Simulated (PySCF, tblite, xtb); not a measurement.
System: H₂Mg, singlet: symmetric bend, bond length relaxed. Scanned: H-Mg-H angle. Other coordinates (Mg-H bond length) were minimised at B3LYP/def2-TZVP.

Levels: GFN2-xTB, 300 K electronic temperature (tblite); GFN1-xTB (xtb); RHF/LANL2DZ = restricted Hartree-Fock/LANL2DZ, with its core potentials past Ne (PySCF); CCSD(T) on RHF/cc-pVTZ, 1 core orbital frozen (PySCF).

Energies relative to the lowest point of each profile, in kcal/mol; the last columns give the difference from CCSD(T):

```json
[
 {"a / °": "180", "GFN2-xTB": "0.0", "GFN1-xTB": "0.0", "RHF/LANL2DZ": "0.0", "CCSD(T)": "0.0", "GFN2-xTB − CCSD(T)": "0.0", "GFN1-xTB − CCSD(T)": "0.0", "RHF/LANL2DZ − CCSD(T)": "0.0"},
 {"a / °": "170", "GFN2-xTB": "0.1", "GFN1-xTB": "0.2", "RHF/LANL2DZ": "0.5", "CCSD(T)": "0.5", "GFN2-xTB − CCSD(T)": "-0.3", "GFN1-xTB − CCSD(T)": "-0.2", "RHF/LANL2DZ − CCSD(T)": "0.0"},
 {"a / °": "160", "GFN2-xTB": "0.6", "GFN1-xTB": "1.0", "RHF/LANL2DZ": "2.0", "CCSD(T)": "1.8", "GFN2-xTB − CCSD(T)": "-1.3", "GFN1-xTB − CCSD(T)": "-0.8", "RHF/LANL2DZ − CCSD(T)": "0.1"},
 {"a / °": "150", "GFN2-xTB": "1.3", "GFN1-xTB": "2.4", "RHF/LANL2DZ": "4.3", "CCSD(T)": "3.9", "GFN2-xTB − CCSD(T)": "-2.6", "GFN1-xTB − CCSD(T)": "-1.5", "RHF/LANL2DZ − CCSD(T)": "0.4"},
 {"a / °": "140", "GFN2-xTB": "2.6", "GFN1-xTB": "4.3", "RHF/LANL2DZ": "7.6", "CCSD(T)": "6.7", "GFN2-xTB − CCSD(T)": "-4.1", "GFN1-xTB − CCSD(T)": "-2.3", "RHF/LANL2DZ − CCSD(T)": "0.9"},
 {"a / °": "130", "GFN2-xTB": "4.4", "GFN1-xTB": "7.0", "RHF/LANL2DZ": "11.7", "CCSD(T)": "10.1", "GFN2-xTB − CCSD(T)": "-5.8", "GFN1-xTB − CCSD(T)": "-3.1", "RHF/LANL2DZ − CCSD(T)": "1.6"},
 {"a / °": "120", "GFN2-xTB": "7.0", "GFN1-xTB": "10.6", "RHF/LANL2DZ": "16.8", "CCSD(T)": "14.4", "GFN2-xTB − CCSD(T)": "-7.5", "GFN1-xTB − CCSD(T)": "-3.8", "RHF/LANL2DZ − CCSD(T)": "2.4"},
 {"a / °": "110", "GFN2-xTB": "10.6", "GFN1-xTB": "15.4", "RHF/LANL2DZ": "23.0", "CCSD(T)": "19.8", "GFN2-xTB − CCSD(T)": "-9.2", "GFN1-xTB − CCSD(T)": "-4.4", "RHF/LANL2DZ − CCSD(T)": "3.3"},
 {"a / °": "100", "GFN2-xTB": "15.6", "GFN1-xTB": "21.7", "RHF/LANL2DZ": "30.6", "CCSD(T)": "26.3", "GFN2-xTB − CCSD(T)": "-10.7", "GFN1-xTB − CCSD(T)": "-4.6", "RHF/LANL2DZ − CCSD(T)": "4.3"},
 {"a / °": "90", "GFN2-xTB": "22.7", "GFN1-xTB": "30.0", "RHF/LANL2DZ": "39.9", "CCSD(T)": "34.5", "GFN2-xTB − CCSD(T)": "-11.8", "GFN1-xTB − CCSD(T)": "-4.4", "RHF/LANL2DZ − CCSD(T)": "5.5"},
 {"a / °": "80", "GFN2-xTB": "32.7", "GFN1-xTB": "41.3", "RHF/LANL2DZ": "51.3", "CCSD(T)": "44.4", "GFN2-xTB − CCSD(T)": "-11.8", "GFN1-xTB − CCSD(T)": "-3.2", "RHF/LANL2DZ − CCSD(T)": "6.9"},
 {"a / °": "70", "GFN2-xTB": "47.3", "GFN1-xTB": "56.9", "RHF/LANL2DZ": "65.4", "CCSD(T)": "56.7", "GFN2-xTB − CCSD(T)": "-9.4", "GFN1-xTB − CCSD(T)": "0.2", "RHF/LANL2DZ − CCSD(T)": "8.7"},
 {"a / °": "60", "GFN2-xTB": "69.8", "GFN1-xTB": "77.0", "RHF/LANL2DZ": "82.5", "CCSD(T)": "71.6", "GFN2-xTB − CCSD(T)": "-1.9", "GFN1-xTB − CCSD(T)": "5.3", "RHF/LANL2DZ − CCSD(T)": "10.9"}
]
```

GFN2-xTB is furthest from CCSD(T) at 90 (-11.8 kcal/mol, below); its mean absolute difference over the points is 5.9 kcal/mol.

GFN1-xTB is furthest from CCSD(T) at 60 (5.3 kcal/mol, above); its mean absolute difference over the points is 2.6 kcal/mol.

RHF/LANL2DZ is furthest from CCSD(T) at 60 (10.9 kcal/mol, above); its mean absolute difference over the points is 3.5 kcal/mol.
